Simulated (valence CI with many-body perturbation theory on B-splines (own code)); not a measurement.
## Pr20+: input, log and results

Computed by valence CI with perturbative core correlation (CI+MBPT): three valence electrons over a frozen Dirac-Fock core [Kr], a basis of 9 s, 9 p, 10 d, 8 f, 5 g, 3 h, 1 i functions for each j, with the one-electron correlation potential Σ1 (screened to all orders), the two-electron term Σ2, the three-electron term Σ3, Breit, model QED; selected single and double excitations, second order for the rest (own B-spline code, finite nucleus).

Command, and the settings that its task file holds:

```sh
python run_cv.py task.json out
```

```
atom Pr  Z=59  mass_number=141  rms_radius_fm=4.8919
core [Kr]
valence 4d3
avg = 1
basis = L
breit = 1
cap = 40000
capref = 1200
cscale = 1
de = 0.0
dress = 0
eps = 2e-08
h = 0.27
hh = 1
l2 = 3
lcore = 6
maxit = 60
n2 = 5
natural = 1
nlev = 60
nno = [6, 6, 7, 6, 4, 3, 1]
nroot = 26
nsp = [3, 3, 3, 2, 1, 0, 0]
pt2 = 1
qed = 1
rpa = 1
s1 = 1
s2 = 1
s3 = 1
screen = 1
tol = 2e-05
```

**Question.** Roughly how long does this run take on one core of AMD EPYC 7B13 (Zen 3), and how much memory?

**Answer.** 65 s on 1 thread of AMD EPYC 7B13 (Zen 3) (shared host), peak memory 0.6 GiB.

Log. The first blocks belong to the next ion, which gives the ionisation energy. Fields: 2J, parity (1 odd), roots, reference size, generating configurations, candidates as configurations/state functions, variational space P, stored matrix elements, Davidson steps; e2 is the range of second-order energies in hartree. The first line gives the box (bohr), its intervals, the orbitals and the steps of their self-consistent field. Window is the range of levels sought, series limit the energy at which the first omitted orbital would enter, core excitation an estimate of the first excitation out of the core, left out the lowest levels not solved, and shifts from estimates the range by which levels moved from their first estimate, all in cm⁻¹.

```
rmax 7.1 intervals 60 orbitals 81 references ['4d3', '4d2 4f', '4d2 5s', '4d2 5p', '4d 4f2'] scf 5 t 1.9
2J=4 par=0 roots 2 ref 43 generators 3 cand 1141/1141 P 818/818 nnz 0 it 0
2J=4 par=0 roots 2 ref 43 generators 8 cand 366/366 P 989/989 nnz 0 it 0
   second order: generators 9 cand 195/195 e2 -0.00000 -0.00000
2J=6 par=0 roots 2 ref 39 generators 3 cand 1144/1144 P 730/730 nnz 0 it 0
2J=6 par=0 roots 2 ref 39 generators 9 cand 453/453 P 900/900 nnz 0 it 0
   second order: generators 14 cand 283/283 e2 -0.00000 -0.00000
2J=0 par=0 roots 2 ref 14 generators 4 cand 347/347 P 334/334 nnz 0 it 0
2J=0 par=0 roots 2 ref 14 generators 6 cand 27/27 P 356/356 nnz 0 it 0
   second order: generators 6 cand 5/5 e2 -0.00000 -0.00000
reference levels 672, estimated 19, window 173326 1/cm; series limit 3262302, core excitation 803075
2J=3 par=0 roots 5 ref 70 generators 9 cand 5072/12836 P 1950/5213 nnz 7e+06 it 5
2J=3 par=0 roots 5 ref 70 generators 10 cand 4055/10192 P 2561/6894 nnz 1.1e+07 it 5
   second order: generators 10 cand 3444/8511 e2 -0.00002 -0.00001
2J=5 par=0 roots 5 ref 84 generators 4 cand 4031/12168 P 2016/6335 nnz 1.1e+07 it 5
2J=5 par=0 roots 5 ref 84 generators 8 cand 4293/13318 P 2621/8319 nnz 1.6e+07 it 7
   second order: generators 10 cand 5119/15876 e2 -0.00002 -0.00001
2J=7 par=0 roots 3 ref 80 generators 3 cand 5486/18164 P 1867/5971 nnz 9.4e+06 it 4
2J=7 par=0 roots 3 ref 80 generators 6 cand 4406/14771 P 2412/7754 nnz 1.5e+07 it 5
   second order: generators 9 cand 6828/23619 e2 -0.00003 -0.00001
2J=9 par=0 roots 3 ref 68 generators 4 cand 3660/11910 P 1748/5477 nnz 8.2e+06 it 4
2J=9 par=0 roots 3 ref 68 generators 8 cand 4194/13688 P 2183/6921 nnz 1.3e+07 it 4
   second order: generators 10 cand 5280/18053 e2 -0.00001 -0.00001
2J=1 par=0 roots 2 ref 40 generators 4 cand 4011/6595 P 1615/2667 nnz 1.9e+06 it 4
2J=1 par=0 roots 2 ref 40 generators 6 cand 3543/5804 P 2159/3600 nnz 3e+06 it 4
   second order: generators 7 cand 2999/4871 e2 -0.00001 -0.00001
2J=11 par=0 roots 1 ref 44 generators 1 cand 1683/4548 P 1239/3543 nnz 3.9e+06 it 4
2J=11 par=0 roots 1 ref 44 generators 4 cand 4017/12259 P 1646/4821 nnz 6.5e+06 it 4
   second order: generators 6 cand 5113/16497 e2 -0.00002 -0.00002
left out: unestimated 986503, estimated none, shifts from estimates -24 to 15
operators 4.3
```

The Davidson iterations converged.

No measured spectrum was set against this ion. As an estimate, terms of the open shell hold to 2 to 4 % of their energy, and close levels can change places. Only levels of the ground parity were solved; by the run's estimate the other parity begins above the list, which can be wrong where configurations are misplaced.

- Valence energy: -69.2722 hartree
- Ionisation energy: 591.19 eV (NIST: 590 ± 4 eV (theoretical))
- Reference configurations for the orbitals: 4d3, 4d2 4f, 4d2 5s, 4d2 5p, 4d 4f2
- Radial orbitals: 81
- Box radius: 7.111 bohr
- Largest variational space: 8319
- Lowest levels: (4d3/2^3) J=3/2 0.0, (4d3/2^2 4d5/2) J=5/2 24194, (4d3/2^2 4d5/2) J=7/2 39217, (4d3/2^2 4d5/2) J=3/2 42097, (4d3/2^2 4d5/2) J=9/2 45776, (4d3/2^2 4d5/2) J=1/2 49370, (4d3/2 4d5/2^2) J=7/2 [a] 71476, (4d3/2 4d5/2^2) J=5/2 [a] 74555, (4d3/2 4d5/2^2) J=9/2 75269, (4d3/2 4d5/2^2) J=3/2 [a] 86202, (4d3/2 4d5/2^2) J=1/2 91055, (4d3/2 4d5/2^2) J=11/2 95648, (4d3/2 4d5/2^2) J=5/2 [b] 103330, (4d3/2 4d5/2^2) J=5/2 [c] 110850 cm⁻¹

Levels are named by their leading jj configuration (3d3/2^4 stands for four electrons in 3d with j = 3/2), which in mixed levels can hold well under half, so a name can repeat and another be missing. Letters in brackets count levels of one name in rising energy.
